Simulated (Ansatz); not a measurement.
(NaI)2 ring (Na₂I₂). Charge 0, multiplicity 3. Geometry PBE0-D4/def2-SVP, that of the neutral singlet; atoms count from 1.

Cartesian coordinates in Å:
```
Na 1.175 -1.225 -0.322
I -1.184 -1.497 1.379
Na -1.175 1.225 0.322
I 1.184 1.497 -1.379
```

In the def2 sets I takes a core potential; there is no spin–orbit coupling. At PBE0-D4/def2-TZVP a singlet of charge 0 lies 4.49 eV below the triplet at the same geometry.

(1) Estimate the Mulliken populations from the PBE0/def2-TZVP orbitals of Ansatz.

(2) Where does the spin sit?

(3) And the Mayer bond orders between bonded heavy atoms (over 0.3)?

## Answers

(1) 
```
atom  charge (e)  spin (α − β)
 Na1        0.21          0.49
  I2       -0.21          0.51
 Na3        0.21          0.49
  I4       -0.21          0.51
```
Mulliken values and Mayer orders depend strongly on the basis.

(2) Summed by element: Na 0.98, I 1.02, of 2 unpaired in all. Largest on single atoms: I2 0.51, I4 0.51, Na1 0.49.

(3) Na1–Na3 0.46 (3.46 Å). Values over 0.3 also appear between atoms too far apart for a bond (I2–I4 0.46 at 4.71 Å); they arise where an orbital or an unpaired electron spreads over both atoms.
